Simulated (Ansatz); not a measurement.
Reactions of C5H5NO (`O=Cc1ccc[nH]1`).

Isolated molecules relaxed with PBE0-D4/def2-TZVP in Ansatz; ΔE leaves out vibrations. CCSD(T)/CBS adds triple-zeta CCSD(T) − MP2 to the extrapolated MP2 energy (def2 sets, frozen cores). This one scheme is used for every species, atoms too. Functionals use def2-TZVPP. Open shells (•) are unrestricted, without spin–orbit coupling. Spin–orbit coupling would lower the free atoms: a little for C, O. Bonds to Br are less sure, by a few kJ/mol each and by 10 to 20 or more in all where they break to atoms, as the def2 sets lack core-valence functions. Scalar relativity is left out up to krypton. Each species was taken in one conformer, which may not be the lowest.

```tsv
reaction	CCSD(T)/CBS(def2) (kcal/mol)
`O=Cc1ccc[nH]1` + `N[SiH3]` → `O=CN[SiH3]` + `c1cc[nH]c1`	-3.8
`O=Cc1ccc[nH]1` + HCl → `Clc1ccc[nH]1` + `C=O`	?
`O=Cc1ccc[nH]1` → `Oc1ccncc1`	-3.4
`O=Cc1ccc[nH]1` + HBr → `Brc1ccc[nH]1` + `C=O`	22.2
`O=Cc1ccc[nH]1` → 5 C• + 5 H• + N• + O•	1336.2
`O=Cc1ccc[nH]1` + `[AlH2][NH][SiH3]` → `O=C[N]([AlH2])[SiH3]` + `c1cc[nH]c1`	?
```

Task: Fill in the missing values. (Best estimate.)

Result: The calculation gave: `O=Cc1ccc[nH]1` + HCl → `Clc1ccc[nH]1` + `C=O`: +23.8 kcal/mol; `O=Cc1ccc[nH]1` + `[AlH2][NH][SiH3]` → `O=C[N]([AlH2])[SiH3]` + `c1cc[nH]c1`: +0.1 kcal/mol.

Largest T1 diagnostic: 0.015, for `O=C[N]([AlH2])[SiH3]`.
